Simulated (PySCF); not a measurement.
## C (carbon, neutral) across methods

[He] 2s2 2p2, high-spin 3P determinant. Calculation: PySCF 2.14, in aug-cc-pV5Z (7s6p5d4f3g2h, 127 functions); no relativity, point nucleus.

```
   method  E (hartree)  mean ε 2s α (eV)  mean ε 2s β (eV)  mean ε 2p α (eV)  Σ⟨r²⟩ (bohr²)   ⟨S²⟩
   PBEsol     -37.6265           -14.354           -11.785            -6.030          14.24  2.003
     PBE0     -37.8073           -16.600           -13.236            -7.652          13.99  2.004
      UHF    -37.69369           -22.564           -15.876           -11.948          13.76  2.010
      PBE     -37.7985           -14.434           -11.895            -6.099          14.21  2.003
BHandHLYP     -37.8493           -18.526           -14.542            -9.078          13.86  2.005
    TPSSh     -37.8637           -15.733           -12.493            -6.888          13.96  2.005
      LDA     -37.4701           -14.361           -11.867            -6.128          14.28  2.003
```

Task: Estimate the same row for r2SCAN.

Result: E (hartree) = -37.8348; mean ε 2s α (eV) = -15.213; mean ε 2s β (eV) = -11.920; mean ε 2p α (eV) = -6.575; Σ⟨r²⟩ (bohr²) = 13.92; ⟨S²⟩ = 2.007.
